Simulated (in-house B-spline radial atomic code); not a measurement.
Atomic self-consistent-field run: the lutetium ion Lu⁷⁺ (with a hole in an inner shell). Computed with an all-electron radial atomic-structure program (B-spline basis): Dirac-Hartree-Fock, average of the jj configuration, Fermi nucleus of rms radius 5.37 fm.

In the input, a minus or plus after the letter marks the j = l - 1/2 or j = l + 1/2 subshell.

Command:
```bash
python run_scf.py task.json out
```
Settings (nuclear radius in fm, mass in u):
```
Z                71
configuration    1s2 2s2 2p6 3s1 3p6 3d10 4s2 4p6 4d10 4f12 5s2 5p-1 5p+4
hamiltonian      dirac
method           hf
spin_polarised   False
nucleus          fermi
rms_radius       5.37
atomic_mass      174.94078
speed_of_light   137.035999084
```

Output (hartree, bohr):
```
 radial grid: 66 intervals, B-splines of order 8, outer radius 18.8312 bohr

 iter        energy (Eh)    residual
    1      -14401.254920    1.21e+00
    2      -14432.584859    1.65e+00
    3      -14465.363418    3.22e-01
    4      -14466.997328    1.25e-01
    5      -14467.105167    2.25e-02
    6      -14467.111472    2.04e-02
    7      -14467.115589    1.32e-03
    8      -14467.115607    3.88e-04
    9      -14467.115609    1.43e-05
   10      -14467.115609    5.08e-07

 total energy                    -14467.11561
 kinetic                           16103.9833
 electron-nucleus                 -35670.1593
 electron-electron                  5099.0604

 first-order corrections (not in the total)
   Gaunt                            16.4772
   retardation                      -1.7472
   frequency dependence             -0.2728
   self-energy                      11.8111
   Uehling                          -2.1190
   Wichmann-Kroll                    0.0790
   recoil                            0.0282

 orbital      occ     eigenvalue          <r>       <r^2>       <1/r>       <r^4>     <1/r^3>       r_max    small
 1s1/2      2.000     -2348.4577    0.0193184  0.00051205     82.1827 7.07732e-07           -     0.01213  7.11e-02
 2s1/2      2.000      -409.7761    0.0812056  0.00785687     19.8919 0.000107745           -     0.06945  1.60e-02
 2p1/2      2.000      -390.7593    0.0674475  0.00564831     19.8348 6.55679e-05           -     0.05197  1.61e-02
 2p3/2      4.000      -349.5487     0.075007  0.00684923     16.9584 9.21354e-05     14133.4     0.05845  1.46e-02
 3s1/2      1.000       -99.4934     0.211671   0.0514259     7.32286  0.00403691           -      0.1954  5.26e-03
 3p1/2      2.000       -90.6028      0.20104   0.0470837     7.24555  0.00351573           -      0.1833  5.22e-03
 3p3/2      4.000       -81.6003     0.214961   0.0536322     6.50675  0.00452471     3188.24      0.1966  4.81e-03
 3d3/2      4.000       -67.8070     0.188766   0.0418499     6.38147  0.00311044     544.933      0.1546  4.67e-03
 3d5/2      6.000       -65.8558      0.19306    0.043646     6.20412  0.00335808     470.808      0.1583  4.56e-03
 4s1/2      2.000       -24.4793     0.472846    0.252651      3.0947   0.0925631           -      0.4441  1.74e-03
 4p1/2      2.000       -20.9993     0.480211      0.2624     2.96389    0.102536           -      0.4445  1.63e-03
 4p3/2      4.000       -18.8989     0.509089    0.294623      2.7266    0.128975     734.815      0.4712  1.50e-03
 4d3/2      4.000       -13.0837      0.52769    0.322212     2.51492    0.166167     110.257      0.4695  1.31e-03
 4d5/2      6.000       -12.6892      0.53855    0.335498     2.45206    0.180335     93.4732      0.4784  1.27e-03
 4f5/2      5.143        -5.4679      0.59892    0.436689      2.0647    0.392345     17.8533      0.4453  9.37e-04
 4f7/2      6.857        -5.3992     0.607153    0.449073     2.03749    0.415761     17.0879      0.4502  9.19e-04
 5s1/2      2.000        -6.5041      1.09317     1.33307     1.22522     2.52263           -       1.006  4.03e-04
 5p1/2      1.000        -5.3742      1.16906     1.52983     1.13334     3.36895           -       1.066  3.54e-04
 5p3/2      4.000        -4.9656      1.24005     1.71865     1.05165     4.23471     119.746       1.131  3.17e-04
```

Time taken, with all properties: 1.1 s on 1 thread of Arm Neoverse V2 (shared host).

For the Dirac Hamiltonian the kinetic term is c α·p + (β - 1)c².
